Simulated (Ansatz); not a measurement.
`C=[N][SbH2]` + NH₃ → `[NH2][SbH2]` + `C=N` at 298.15 K and 1 bar (ligand exchange at the Sb–N bond).

Program: Ansatz. Geometries: PBE0-D4/def2-TZVP. ΔE: electronic, gas phase. CCSD(T)/CBS adds triple-zeta CCSD(T) − MP2 to the extrapolated MP2 energy (def2 sets, frozen cores). This one scheme is used for every species. def2 core potentials past Kr. For Sb outer-core shells are correlated without core-valence functions, which leaves a few kJ/mol of doubt a bond.

```tsv
species	CCSD(T)/CBS energy (Eh)	H − E (kJ/mol)	S (J/(mol·K))
`C=[N][SbH2]`	-335.12055	128.8	300.1
NH₃	-56.50880	100.5	192.4
`[NH2][SbH2]`	-297.10356	115.6	278.3
`C=N`	-94.52360	115.3	227.0
```

H − E and S are ideal-gas, rigid-rotor, harmonic terms from PBE0-D4/def2-TZVP, for one conformer and one mirror image of each species. 1 Eh = 2625.50 kJ/mol, R = 8.31446 J/(mol·K).

Problem. By hand: ΔE, ΔH, ΔS and ΔG.

Solution. ΔE = (-297.10356) + (-94.52360) − (-335.12055) − (-56.50880) = 0.00219 Eh = 5.7 kJ/mol. Δ(H − E) = 115.6 + 115.3 − 128.8 − 100.5 = 1.6, so ΔH = 7.3 kJ/mol. ΔS = 278.3 + 227.0 − 300.1 − 192.4 = 12.8 J/(mol·K). ΔG = 7.3 − 298.15 × (12.8)/1000 = 3.5 kJ/mol.

Problem. By hand: the equilibrium constant, and the temperature at which ΔG would vanish if ΔH and ΔS stayed fixed.

Solution. log₁₀ K = −ΔG/(RT ln 10) = -0.6. ΔG = 0 at ΔH/ΔS = 570 K, though so small a ΔH makes that figure unsure.

TΔS isn't small against ΔH here. The sign of ΔG lies within the doubt. A doubt of 5 kJ/mol in ΔE shifts log₁₀ K by 0.9 here. Other conformers and mirror images would add mixing entropy, several J/(mol·K) or more a flexible species. These are equilibria of isolated gas molecules and say nothing of rates. Largest T1 diagnostic: 0.015 (customary marks: 0.02 for closed shells, 0.045 for open ones).
